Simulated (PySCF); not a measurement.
Compound: C₂H₈GeO₂.
Numbering: `[CH3:1][O:2][GeH2:3][O:4][CH3:5]` (hydrogens: H6, H7, H8 on C1; H9, H10 on Ge3; H11, H12, H13 on C5)

Computed by this run: PySCF 2.14.0, PBE0-D3(BJ)/def2-SVP geometry optimisation, gas phase; density fitting, grid level 1; the optimiser is geomeTRIC in internal coordinates, started from a GFN2-xTB structure with every atom displaced at random (about 0.01 Å).

Geometry at step 0:
```
atom  x, y, z in Å
C1     -1.9532    0.5815   -0.8872
O2     -1.2608   -0.6130   -0.8756
Ge3    -0.1602   -1.1703    0.3507
O4      1.2105   -0.0278    0.5727
C5      2.0919    0.4103   -0.4105
H6     -1.3312    1.4714   -0.6973
H7     -2.3999    0.7064   -1.8866
H8     -2.7609    0.6038   -0.1555
H9     -0.6795   -1.1476    1.7762
H10     0.2438   -2.4745   -0.2567
H11     2.6328    1.2529    0.0431
H12     2.8092   -0.3712   -0.6555
H13     1.5634    0.7613   -1.3209
```

**Question.** What forces act on the atoms?

**Answer.** 
```tsv
atom	Fx (eV/Å)	Fy (eV/Å)	Fz (eV/Å)
C1	-0.129	0.506	-0.393
O2	-0.175	-0.117	-0.551
Ge3	1.095	0.705	0.657
O4	-0.877	-0.458	0.211
C5	-0.519	0.335	0.302
H6	0.230	0.023	0.022
H7	-0.070	0.056	0.012
H8	-0.454	-0.031	0.369
H9	-0.340	-0.103	0.206
H10	0.322	-0.717	-0.150
H11	0.227	0.157	-0.288
H12	0.436	-0.294	-0.408
H13	0.253	-0.062	0.011
```

The largest, 1.46 eV/Å, acts on Ge3; the rms over all components is 0.401 eV/Å. The forces sum to zero within rounding, as they must for an isolated molecule in no field.

**Question.** Give the force on Ge3 in Eh/bohr and in nN.

**Answer.** 1.459 eV/Å ÷ 51.422 = 0.02838 Eh/bohr, and 1.459 eV/Å × 1.602 = 2.34 nN.

**Question.** How far is this geometry from the end of the optimisation?

**Answer.** 0.154 eV above it, and 0.174 Å rms away after alignment. The bonds farthest from their final lengths, with half the difference of the two atoms' forces along the bond (positive lengthens):

```
   bond  now (Å)  final (Å)  force along bond (eV/Å)
Ge3–H10    1.494      1.534                    +0.68
 O2–Ge3    1.739      1.775                    +0.70
 Ge3–O4    1.798      1.775                    -1.15
  C1–O2    1.381      1.401                    +0.26
 C5–H12    1.089      1.107                    +0.62
  C1–H8    1.090      1.108                    +0.37
```

The angle farthest from its final value is C1–O2–Ge3, 126.9° against 120.2°.

Of the 6 listed bonds off by 0.010 Å or more, this force points towards the final length in 6.

What follows is the cost of the whole optimisation. Time: 1.7 min wall; peak memory 0.54 GiB. Hardware: Arm Neoverse V1, one thread, shared host with 32 logical CPUs at a one-minute load of 26.
